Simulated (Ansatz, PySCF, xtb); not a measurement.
Reaction 6 R1 + R2 → P1 + 2 P2 + P3 + 3 P4, each structure at its B3LYP-D3(BJ)/def2-SVP stationary point, reached from a drawn start (curvature not checked).
R1: H2 (SMILES [H][H]), charge 0, multiplicity 1.
P1: H2O (SMILES O), charge 0, multiplicity 1.
P2, HCl (SMILES Cl) (charge 0, multiplicity 1):
| atom | x (Å) | y (Å) | z (Å) |
|---|---|---|---|
| Cl | 0.0000 | 0.0000 | 0.6448 |
| H | 0.0000 | 0.0000 | -0.6448 |
P3, NH3 (SMILES N) (charge 0, multiplicity 1):
```xyz
4

N      0.000     0.000     0.306
H      0.000     0.937    -0.102
H      0.812    -0.469    -0.102
H     -0.812    -0.469    -0.102
```
P4, SiH4 (SMILES [SiH4]) (charge 0, multiplicity 1, Z-matrix in Å and degrees):
```
Si
H 1 1.4905
H 1 1.4905 2 109.47
H 1 1.4905 2 109.47 3 120.00
H 1 1.4905 2 109.47 3 -120.00
```
R2: Cl2H7NOSi3 (SMILES [SiH3]N[Si](Cl)(Cl)O[SiH3]), charge 0, multiplicity 1.

P less R. No zero-point or thermal terms. One arrangement of each flexible species, with no search for the lowest.

Programs: Ansatz (Gaussian basis) for Hartree–Fock, density functionals and correlated methods; PySCF for the D3/D4 terms; xtb for the GFN methods. No computed number here is a measurement.

Q: One of these levels gives 96.15 kcal/mol for the reaction energy. Which one is it?
A) BLYP-D3(BJ)/def2-TZVPP
B) GFN2-xTB
C) GFN1-xTB

A: A, BLYP-D3(BJ)/def2-TZVPP. The others give 80.23 (GFN1-xTB), 60.04 (GFN2-xTB)

Ansatz is a program for electronic structure.
